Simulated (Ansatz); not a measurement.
Harmonic frequencies (cm⁻¹) at PBE0-D4/def2-TZVP from Ansatz: 31, 77, 160, 173, 197, 407, 544, 651, 657, 692, 735, 859, 1061, 1126, 1412, 3112, 3180, 3884.

Each molecule was computed in one conformer, which needn't be the lowest.

(1) Which molecule is it?
A. `N=C1O[SiH]1N`
B. `[OH][Ga]([F])[CH2]Br`
C. `N[C](=S)[ZnH]`
D. `[CH3][SnH2][Zn][F]`

## Answers

(1) B.
